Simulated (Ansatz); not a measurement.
One change: `[AsH2]CB1CC1` becomes `[CH3][GaH][B]1CC1`.

Ansatz, PBE0-D4/def2-TZVP geometries, multiplicity 1. Each molecule was computed in one conformer, which needn't be the lowest.

Scalar relativity is left out up to krypton.

```
                                          property  `[AsH2]CB1CC1`
size of the dipole moment (ωB97M-V/def2-TZVPP) / D            0.66
             HOMO energy (ωB97M-V/def2-TZVPP) / eV           -9.20
                HOMO energy (PBE0/def2-TZVPP) / eV           -6.91
               HOMO energy (B3LYP/def2-TZVPP) / eV           -6.71
  size of the dipole moment (B3LYP/def2-TZVPP) / D            0.70
                 LUMO energy (PBE/def2-TZVPP) / eV           -1.56
```

Question: What does the change do to each property? (An estimate is asked.)

Answer: Computed: 
| property | `[CH3][GaH][B]1CC1` | shift |
| --- | --- | --- |
| size of the dipole moment (ωB97M-V/def2-TZVPP) / D | 0.69 | 0.03 |
| HOMO energy (ωB97M-V/def2-TZVPP) / eV | -9.25 | -0.05 |
| HOMO energy (PBE0/def2-TZVPP) / eV | -7.11 | -0.20 |
| HOMO energy (B3LYP/def2-TZVPP) / eV | -6.90 | -0.19 |
| size of the dipole moment (B3LYP/def2-TZVPP) / D | 0.77 | 0.07 |
| LUMO energy (PBE/def2-TZVPP) / eV | -2.42 | -0.86 |

With PBE0 the HOMO falls by 0.20 eV and the LUMO falls by 0.82 eV, so the gap narrows by about 0.62 eV. PBE moves the HOMO by -0.34 eV and ωB97M-V by -0.05 eV. Dipoles are sizes alone; their direction can turn.

B3LYP here is the variant with VWN-RPA as its local correlation; programs differ in this.
